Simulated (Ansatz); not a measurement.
Input for Ansatz (a program for electronic structure): U-CCSD(T)/def2-SVP on ClFSn (SMILES [F][Sn][Cl]), a point of a bond scan (R = 1.756 Å). Elements past Kr take the def2 small-core potentials; no spin–orbit coupling. The run froze 15 orbitals, filled d shells among them.

Ansatz 0.2 input:
```yaml
crystal:
  periodic: [false, false, false]
  atoms:
    - {symbol: Sn, position_ang: [0.19089247, 0.14887198, 0.49762971]}
    - {symbol: F, position_ang: [0.83561245, 1.29541504, -0.66602960]}
    - {symbol: Cl, position_ang: [-1.04175619, -1.19111043, -1.04256235]}
basis:
  gaussian:
    orbitals: def2-SVP
correlation: {method: ccsd_t, electrons: outside_noble_gas}
scf: {omitted_lower_state_checks: [cluster_reference]}
magnetization: {spin_polarized: true, initial_magnetization: 0}
```

Output:

```
WARN ansatz: RAYON_NUM_THREADS=1 ignored (pool sized by the plan → 1); use --threads N
Functional definition: HF
these checks for a lower state are left out or cut short: cluster_reference
integrals: 0.05 GiB planned
626 factors; integrals over basis functions are off by at most 3.5e-4 eV
mean field: 0.22 GiB planned
mean field evaluation 1: about -21008.7434 eV, gradient 2.1e1 eV
mean field evaluation 2: about -21008.8235 eV, gradient 2.1e1 eV
mean field evaluation 4: about -21010.7305 eV, gradient 1.2e0 eV
mean field evaluation 8: about -21010.7530 eV, gradient 3.9e-4 eV
mean field evaluation 16: about -21010.7102 eV, gradient 5.1e-1 eV
mean field -21010.75297697 eV, -772.1309303037 hartree, gradient 1.5e-6 eV, S^2 0.000000; 2 other end points of the search recorded, 0 dependent functions left out
15 core orbitals not correlated, not the lowest: weight in the atoms' cores, before any rotation towards them, 0.817 or more for the frozen orbitals, at most 0.173 for the correlated occupied ones
reference -21010.75297697 eV, -772.1309303037 hartree; 9, 9 occupied and 34, 34 virtual orbitals, 626 factors
second order -10.30405139 eV of doubles, -0.00000000 eV of singles
coupled cluster: 0.13 GiB planned
cycle   1  -10.53912398 eV  change   -2.4e-1 eV  update   8.9e-2
cycle   2  -10.77820247 eV  change   -2.4e-1 eV  update   3.0e-2
cycle   3  -10.85726001 eV  change   -7.9e-2 eV  update   1.7e-2
cycle   4  -10.85566001 eV  change    1.6e-3 eV  update   4.0e-3
cycle   5  -10.85252319 eV  change    3.1e-3 eV  update   1.7e-3
cycle   6  -10.85253021 eV  change   -7.0e-6 eV  update   5.8e-4
cycle   7  -10.85245593 eV  change    7.4e-5 eV  update   1.9e-4
cycle   8  -10.85244473 eV  change    1.1e-5 eV  update   6.9e-5
cycle   9  -10.85246431 eV  change   -2.0e-5 eV  update   2.3e-5
cycle  10  -10.85246222 eV  change    2.1e-6 eV  update   8.3e-6
perturbative correction -0.21239261 eV, -0.0078052846 hartree
Total energy: -21021.81783180 eV, -772.5375562187 hartree
Checks for a lower state left out: cluster_reference
```

The calculation finished and met its thresholds.

Cost: about 2.0 core-seconds (a rough figure).
